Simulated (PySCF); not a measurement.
This PySCF input asks for the NMR shieldings of `C#CP(/C=C\C)CC`, C₇H₁₁P; the geometry comes from GFN2-xTB.

```python
import basis_set_exchange as bse
import numpy as np
from pyscf import gto, dft
from pyscf.prop import nmr

atoms = """
C     1.373656    3.394429    0.342229
C     0.953415    2.271457    0.433519
P     0.290113    0.657155    0.727719
C    -0.772530    0.608129   -0.762015
C    -1.926918   -0.040878   -0.831582
C    -2.541438   -0.825022    0.274976
C     1.741902   -0.282403    0.002937
C     1.444741   -1.773192   -0.072065
H     1.751067    4.368378    0.222477
H    -0.399980    1.159805   -1.618774
H    -2.493835   -0.025163   -1.756857
H    -1.939834   -0.749366    1.178601
H    -3.545976   -0.457294    0.482662
H    -2.626882   -1.874296   -0.008582
H     1.973526    0.117761   -0.988848
H     2.601044   -0.097966    0.654353
H     0.589143   -1.959535   -0.719721
H     1.217494   -2.168320    0.916595
H     2.301489   -2.314429   -0.469923
"""
names = dict.fromkeys(["C", "P", "H"], "pcSseg-1")
basis = {el: gto.basis.parse(bse.get_basis(n, elements=[el], fmt="nwchem")) for el, n in names.items()}
mol = gto.M(atom=atoms, basis=basis, charge=0, verbose=0)
mf = dft.RKS(mol, xc="PBE0")
mf.grids.level = 2
mf.grids.alignment = dft.numint.BLKSIZE   # the property module wants whole blocks of grid points
mf.conv_tol = 1e-9
mf.kernel()

calc = nmr.RKS(mf)   # GIAO
C = mf.mo_coeff
Co = C[:, mf.mo_occ > 0]
resp = mf.gen_response(singlet=True, hermi=2)
def vind(x):   # induced exchange potential for any number of trial vectors
    d = np.einsum("pi,xij,qj->xpq", C, 2 * x.reshape(-1, C.shape[1], Co.shape[1]), Co, optimize=True)
    return np.einsum("xpq,pi,qj->xij", resp(d - d.transpose(0, 2, 1)), C, Co, optimize=True).ravel()
mo1, _ = nmr.rhf.solve_mo1(calc, with_cphf=vind)
sigma = calc.kernel(mo1)
for i, s in enumerate(sigma):   # ppm
    w = np.linalg.eigvalsh((s + s.T) / 2)
    print("%2d %-2s iso %8.1f  s11 %8.1f  s22 %8.1f  s33 %8.1f" % (i, mol.atom_pure_symbol(i), w.mean(), *w))
```

Problem. Give the expected output.

Solution. 
```
 0 C  iso     89.0  s11     13.6  s22     20.2  s33    233.2
 1 C  iso     95.5  s11     -9.7  s22     -1.1  s33    297.3
 2 P  iso    415.6  s11    369.3  s22    400.2  s33    477.1
 3 C  iso     47.5  s11    -51.8  s22     61.0  s33    133.3
 4 C  iso     35.4  s11    -87.0  s22     34.6  s33    158.7
 5 C  iso    165.9  s11    151.0  s22    164.6  s33    182.2
 6 C  iso    155.5  s11    140.1  s22    155.8  s33    170.5
 7 C  iso    174.8  s11    163.7  s22    172.3  s33    188.3
 8 H  iso     29.5  s11     24.6  s22     24.8  s33     39.2
 9 H  iso     25.5  s11     23.1  s22     24.5  s33     28.9
10 H  iso     24.9  s11     22.8  s22     23.9  s33     27.9
11 H  iso     28.9  s11     24.0  s22     30.1  s33     32.6
12 H  iso     29.9  s11     26.1  s22     27.0  s33     36.6
13 H  iso     30.0  s11     26.4  s22     27.8  s33     35.8
14 H  iso     29.9  s11     25.4  s22     29.7  s33     34.5
15 H  iso     29.8  s11     25.0  s22     29.0  s33     35.5
16 H  iso     30.8  s11     25.8  s22     31.2  s33     35.4
17 H  iso     30.8  s11     26.7  s22     28.8  s33     36.9
18 H  iso     30.4  s11     25.4  s22     27.4  s33     38.5
```

These numbers come from an equivalent density-fitted implementation of the same equations, which agrees with the script to about 0.01 ppm for H and up to a few tenths of a ppm for heavy atoms, so last digits may differ.

Size and cost of the density-fitted run: 198 basis functions, 37 s wall time on 1 thread of an Intel Xeon 6975P-C, shared host; peak memory 0.82 GiB.
